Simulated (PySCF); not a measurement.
Mayer bond orders and bond lengths

Compound: C6H9NS.
SMILES with atom numbers: `[CH3:1][C@@H:2]([SH:3])[C@H:4]1[CH2:5][C@@H:6]1[C:7]#[N:8]` (hydrogens: H9, H10, H11 on C1; H12 on C2; H13 on S3; H14 on C4; H15, H16 on C5; H17 on C6)

Geometry (GFN2-xTB, Å), atoms numbered from 1 in this order:
```
atom  x, y, z in Å
C1    -2.1732   -0.2775    0.3275
C2    -0.9421   -0.0914   -0.5451
S3    -1.1686    1.3316   -1.6960
C4     0.3049    0.0936    0.2770
C5     1.1672   -1.0796    0.6173
C6     1.6569   -0.0617   -0.3838
C7     2.6983    0.8248   -0.0042
N8     3.5292    1.5423    0.3199
H9    -2.3197    0.5877    0.9716
H10   -3.0586   -0.4040   -0.2902
H11   -2.0523   -1.1588    0.9545
H12   -0.8258   -0.9420   -1.2220
H13   -1.2604    2.2629   -0.7491
H14    0.2262    0.8784    1.0224
H15    0.8912   -2.0511    0.2352
H16    1.6427   -1.1048    1.5867
H17    1.6771   -0.3382   -1.4316
```

Bond orders from the PBE0/pcSseg-1 density (PySCF). One conformer (not necessarily the lowest) at the GFN2-xTB geometry, without solvent, vibrations or thermal averaging.

Where do the orders between heavy atoms depart from those drawn in the SMILES?

The largest departure is 0.121, at C6–C4 (drawn single, 0.879). Drawn single, order below 0.88: C6–C4 (0.879).

Give the Mayer order of every bond, beside its length.

```tsv
bond	drawn as	length (Å)	Mayer order
C1–C2	single	1.520	1.012
C2–S3	single	1.844	1.043
C2–C4	single	1.505	0.954
C4–C5	single	1.495	0.942
C5–C6	single	1.509	0.926
C6–C7	single	1.419	1.021
C7–N8	triple	1.145	3.052
C6–C4	single	1.513	0.879
C1–H9	single	1.089	0.961
C1–H10	single	1.087	0.959
C1–H11	single	1.088	0.955
C2–H12	single	1.093	0.931
S3–H13	single	1.331	0.928
C4–H14	single	1.085	0.942
C5–H15	single	1.080	0.949
C5–H16	single	1.080	0.948
C6–H17	single	1.084	0.925
```

By pair of heavy elements: C–C: lowest C6–C4 (0.879, 1.513 Å), highest C6–C7 (1.021, 1.419 Å); in 4 of the 15 pairs the longer bond (by over 0.003 Å) has the higher order (by 0.02 or more).

Sum the orders of all bonds at each heavy atom with more than one neighbour and set the sums beside the valence in the SMILES.

C1 3.887 (drawn 4), C2 3.940 (drawn 4), S3 1.971 (drawn 2), C4 3.717 (drawn 4), C5 3.765 (drawn 4), C6 3.751 (drawn 4), C7 4.073 (drawn 4). Orders between atoms that aren't bonded are not in these sums.

The Mayer order sums products of elements of PS (density times overlap matrix) between the two atoms' basis functions, so it depends on the basis set.
